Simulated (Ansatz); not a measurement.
One change: `[CH3][Cd][Cl]` becomes `[CH3][Cd][OH]`.

Ansatz, PBE0-D4/def2-TZVP geometries, multiplicity 1. Each molecule was computed in one conformer, which needn't be the lowest.

Elements past krypton have def2 core potentials.

```tsv
property	`[CH3][Cd][Cl]`
HOMO–LUMO gap (PBE0/def2-TZVPP) / eV	7.47
HOMO–LUMO gap (B3LYP/def2-TZVPP) / eV	6.90
LUMO energy (B3LYP/def2-TZVPP) / eV	-1.14
LUMO energy (ωB97M-V/def2-TZVPP) / eV	0.75
HOMO energy (ωB97M-V/def2-TZVPP) / eV	-10.42
size of the dipole moment (ωB97M-V/def2-TZVPP) / D	3.05
```

Question: What does the change do to each property? (Best estimate.)

Answer: Ansatz gave: 
| property | `[CH3][Cd][OH]` | shift |
| --- | --- | --- |
| HOMO–LUMO gap (PBE0/def2-TZVPP) / eV | 7.06 | -0.41 |
| HOMO–LUMO gap (B3LYP/def2-TZVPP) / eV | 6.48 | -0.42 |
| LUMO energy (B3LYP/def2-TZVPP) / eV | -0.85 | 0.29 |
| LUMO energy (ωB97M-V/def2-TZVPP) / eV | 0.94 | 0.19 |
| HOMO energy (ωB97M-V/def2-TZVPP) / eV | -10.03 | 0.39 |
| size of the dipole moment (ωB97M-V/def2-TZVPP) / D | 2.15 | -0.90 |

With PBE0 the HOMO rises by 0.71 eV and the LUMO rises by 0.30 eV, so the gap narrows by about 0.41 eV. PBE moves the HOMO by 0.97 eV and ωB97M-V by 0.39 eV. Dipoles are sizes alone; their direction can turn.

B3LYP here is the variant with VWN-RPA as its local correlation; programs differ in this.
